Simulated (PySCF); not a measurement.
## Worked example: oscillator strength and radiative lifetime

C6H6O, SMILES C1C=CO[C@@H]1C#C.

Coordinates come from a B3LYP-D3(BJ)/def2-SVP optimisation. The structure was generated by enumeration; whether it is a known compound was not checked. Other conformers were not sampled.

TDDFT-PBE/def2-SVPD (PySCF) puts the first singlet state with f over 0.02 at 5.92 eV (vertical), with the transition dipole (-0.387, 0.514, 0.390) in atomic units.

**Question.** Find the oscillator strength, the wavelength and the radiative lifetime that this transition would have in vacuum if emission retraced absorption.

**Answer.** 
|μ|² = 0.5661 au, so |μ| = 1.91 D. ΔE = 5.92/27.211 = 0.2176 hartree. f = (2/3) ΔE |μ|² = 0.082 (the program prints 0.082).
λ = 1239.84/5.92 = 209 nm; ν = 47748 cm⁻¹.
Einstein's coefficient A = 0.6670 ν² f s⁻¹ (ν in cm⁻¹) = 1.2e8 s⁻¹, so τ = 1/A = 8.0 ns. This state is S4; the lower singlets have f = 0.004, 0.002, 0.002. The figure is the radiative limit of this one transition; relaxation, internal conversion, crossing to triplets and a medium change what is measured.
